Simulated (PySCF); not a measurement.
BF2H3O2Si, SMILES B(O)(O)[SiH](F)F.

The structure is a stationary point at B3LYP-D3(BJ)/def2-SVP. This is a generated structure with no PubChem entry under its InChIKey; it may be hypothetical. Other conformers were not sampled.

Method: M06-2X/def2-TZVP in PySCF.

Gas-phase values at a fixed geometry.

Computed frontier levels, gap, dipole moment and polarisability:
```json
{
 "highest_occupied_level": "-9.98 eV",
 "lowest_empty_level": "-0.06 eV",
 "orbital_gap": "9.92 eV",
 "dipole_moment": "2.07 D",
 "quadrupole, principal values (traceless, Buckingham form, about the centre of nuclear charge)": "-3.75, -0.11, 3.85 D·Å",
 "mean_static_polarisability": "42.9 bohr³ (6.35 Å³)",
 "polarisability_principal_values": "35.6, 43.9, 49.0 bohr³"
}
```
